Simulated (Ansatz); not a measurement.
Start from `FC1=C[SiH2][SiH2]1` and change one atom or group to get `CC1=C[SiH2][SiH2]1`.

Ansatz, PBE0-D4/def2-TZVP geometries, multiplicity 1. 

| property | `FC1=C[SiH2][SiH2]1` |
| --- | --- |
| HOMO energy (PBE0/def2-TZVPP) / eV | -7.91 |
| LUMO energy (PBE0/def2-TZVPP) / eV | -0.63 |
| HOMO–LUMO gap (B3LYP/def2-TZVPP) / eV | 6.85 |
| HOMO energy (B3LYP/def2-TZVPP) / eV | -7.66 |
| HOMO energy (PBE/def2-TZVPP) / eV | -6.75 |
| LUMO energy (ωB97M-V/def2-TZVPP) / eV | 1.41 |

**Question.** Give the same properties after the change, and the shifts. (Best estimate.)

**Answer.** The calculation gave: 
```
                             property  `CC1=C[SiH2][SiH2]1`  shift
   HOMO energy (PBE0/def2-TZVPP) / eV                 -7.59   0.32
   LUMO energy (PBE0/def2-TZVPP) / eV                 -0.48   0.15
HOMO–LUMO gap (B3LYP/def2-TZVPP) / eV                  6.73  -0.12
  HOMO energy (B3LYP/def2-TZVPP) / eV                 -7.39   0.27
    HOMO energy (PBE/def2-TZVPP) / eV                 -6.50   0.25
LUMO energy (ωB97M-V/def2-TZVPP) / eV                  1.62   0.21
```

With PBE0 the HOMO rises by 0.32 eV and the LUMO rises by 0.15 eV, so the gap narrows by about 0.17 eV. PBE moves the HOMO by 0.25 eV and ωB97M-V by 0.40 eV.

B3LYP here is the variant with VWN-RPA as its local correlation; programs differ in this.
